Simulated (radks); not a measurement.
Valence configurations of P III (all share [Ne]). Method: non-relativistic Kohn-Sham, SCAN, spin-unpolarised, spherical densities, point nucleus; meta-GGA in the generalised Kohn-Sham scheme; computed with a radial shooting solver on a logarithmic mesh with Libxc functionals. Energies are relative to 3s2 3p1; eigenvalues in eV.

| valence | E (eV) | e(3p) | e(3s) |
|---|---|---|---|
| 3s2 3p1 | 0.000 | -24.184 | -34.302 |
| 3s1 3p2 | 10.106 | -24.790 | -34.857 |
| 3p3 | 20.056 | -25.236 | - |
| 3s1.5 3p1.5 | 5.058 | -24.497 | -34.615 |
| 3s0.5 3p2.5 | 15.112 | -25.028 | -34.973 |

NIST lists [Ne] 3s2 3p1 as the ground configuration; this level of theory agrees among the configurations tried. The energies are those of spherical spin-averaged densities, not of single terms.
